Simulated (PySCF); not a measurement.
CH4OSTe, SMILES S(C)[Te]O.

The structure is a stationary point at PBE0-D3(BJ)/def2-SVP. The def2 effective core potentials stand for the cores of Te; spin–orbit coupling is left out. One conformer was computed; it need not be the lowest.

Two levels are set side by side: TDDFT-PBE/def2-SVPD (PySCF) and TDDFT-LC-ωPBE/def2-SVPD (PySCF). Vertical, same geometry. The lowest singlet is HOMO→LUMO 94 % with PBE and HOMO→LUMO 78 % with the other functional; states are paired by order. Differences are taken from unrounded values.

```csv
quantity,TDDFT-LC-ωPBE,TDDFT-PBE,TDDFT-PBE minus TDDFT-LC-ωPBE
lowest singlet excitation (eV),3.47,3.19,-0.28
lowest triplet excitation (TDA) (eV),2.68,2.52,-0.16
first bright state (f over 0.05) (eV),6.37,5.63,-0.73
its oscillator strength,0.11,0.18,0.07
```

Functionals without exact exchange tend to place singlet excitations lower, as here. Differences between two approximate levels are no errors against the true value.

Rough cost on one machine, each run with all the roots and properties that it gave: TDDFT-LC-ωPBE against TDDFT-PBE about 5 times.
